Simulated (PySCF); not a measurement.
Numbering as in the mapped SMILES `[CH3:1][O:2][CH2:3]/[C:4](=[CH:5]\[CH2:6][F:7])[O:8][CH3:9]`. Each H is labelled by its parent atom.

PySCF calculation with NMR shieldings at PBE0/pcSseg-1/GIAO and geometry from GFN2-xTB; no solvent, non-relativistic, single conformer, one averaged value for each set of equivalent atoms.

Scale: 13C vs TMS (reference shieldings calculated alike).

Do the 13C shifts follow the atomic charges (in e)? Tabulate both.

## Answers


```csv
atoms,hybridisation,δ (ppm),σ para (ppm),Hirshfeld,IAO,Mulliken,ESP-fitted
C4,sp2,162.3,-232,+0.07,+0.20,+0.13,+0.14
C5,sp2,104.9,-178,-0.10,-0.27,-0.30,-0.34
C6,sp3,84.6,-143,+0.02,+0.05,+0.25,+0.04
C3,sp3,77.1,-139,-0.00,-0.07,+0.08,+0.16
C1,sp3,60.5,-116,-0.04,-0.20,-0.02,-0.27
C9,sp3,56.0,-114,-0.03,-0.21,-0.04,-0.11
```

Correlation coefficients of δ with charge over these carbons: Hirshfeld +0.49, IAO +0.69, Mulliken +0.12, ESP-fitted +0.36; with the paramagnetic shielding -1.00. Among the 4 sp3 carbons alone: Hirshfeld +0.97, IAO +0.98, Mulliken +0.95, ESP-fitted +0.77. With so few points, grouped by hybridisation, these coefficients are fragile. Charge is one influence among several: hybridisation and low-lying excitations act through the paramagnetic term.

Shifts are as computed. Against solution values, carbons near 30 ppm lie about +3 ppm off and those near 130 ppm about +5 ppm. Of 1309 compounds with measured shifts, 239 miss one by over three times the rms of a fit or turn the order of signals round; such compounds aren't used in these exercises.
